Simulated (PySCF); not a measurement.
SMILES Cl[SiH2]C#C[SiH2]Cl (C2H4Cl2Si2) at its PBE0/def2-SVP optimised geometry (Å):

```
10

Si    -0.8151     2.3013     0.0009
Cl    -2.8791     2.3011    -0.0361
C     -0.2111     0.5706     0.0001
C      0.2109    -0.5789     0.0000
Si     0.8148    -2.3097     0.0000
Cl     2.8791    -2.3097     0.0000
H     -0.3147     2.9970    -1.2125
H     -0.3588     2.9802     1.2410
H      0.3359    -2.9970    -1.2269
H      0.3364    -2.9970     1.2271
```

Calculation: PBE0/def2-TZVP in PySCF.

Map of the log10 of the electron density (e/bohr³), floored at −4 on the plane z = 1.5 Å:

```
|                               |
|            ..:..              |
|         ..:----:.             |
|    ..:::::-=+++=-.            |
|   .:-----=+*##*+=:.           |
|  .:-======*#%%%*+-.           |
|  :-=++++=+*%@@%#+-:           |
| .:-=+**+++*#@@%#+-:           |
| .:=++**+++*#%%#*+-.           |
| .:-=+**++++****+=:.           |
| .:-=++++==+++++=-:.           |
|  .:-========+++=-:.           |
|   .:------==+++==-:.          |
|    .:::::--=++++=-:.          |
|      ....:-=++++==-:          |
|         .:-=+++++=-:.         |
|          :-==++++=-:....      |
|          .:-=++++=--:::::.    |
|          .:-==+++==------::   |
|           .:-=+++========-:.  |
|           .:-=+++++=+++++=-:. |
|           .:=+****++++**++=:. |
|           .-+*#%##*++****+=:. |
|           :-+#%@%#*+++**++=:. |
|           :-+#%@@#*++++++=-:. |
|           .-+*%%%#*======-:.  |
|           .:=+*##*+=-----:.   |
|            .-=+++=-::::::.    |
|             .:----:.. .       |
|              ..:..            |
|                               |
```
Scale: ten equal steps from -4.00 (start of ' ') to -0.862 (end of '@'), in the order ' .:-=+*#%@'; x runs from -5.00 to 5.00, y from -5.00 (bottom) to 5.00 (top).
